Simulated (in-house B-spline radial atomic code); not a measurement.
# The krypton ion Kr⁸⁺: [Ar] 3d10

Level of theory: Dirac-Kohn-Sham wB97X, spherical fractional occupations, Fermi nucleus of rms radius 4.1884 fm; calculated with a B-spline radial code for spherical atoms.

Z_r = [3n² - l(l+1)]/(2<r>); Z_e = n√(-2ε); the last column is Slater's effective charge. Values are occupation-weighted means over j. An effective charge above Z reflects the relativistic contraction of the inner shells.

```
shell  electrons   ε (eV)  <r> (bohr)    Z_r    Z_e  Slater
   1s          2   -14340     0.04148  36.17  32.47   35.70
   2s          2  -2020.5      0.1831  32.78  24.37   31.85
   2p          6  -1802.6      0.1599  31.27  23.02   31.85
   3s          2  -408.62      0.5272  25.61  16.44   24.75
   3p          6  -338.56      0.5356  23.34  14.96   24.75
   3d         10  -222.11      0.5395  19.46  12.12   14.85
```

The least bound orbital is 3d5/2 at -221.6 eV, and it is also the most diffuse (<r> = 0.5409 bohr).

Spin-orbit splittings of the orbital energies (j = l + 1/2 above j = l - 1/2 when positive): 2p 53.98 eV, 3p 8.087 eV, 3d 1.36 eV.

For the 1s electron the small component carries 1.71 % of the norm, the zero-frequency Breit interaction raises the level by 23.56 eV, self-energy by 12.54 eV, and vacuum polarisation lowers it by 1.304 eV.
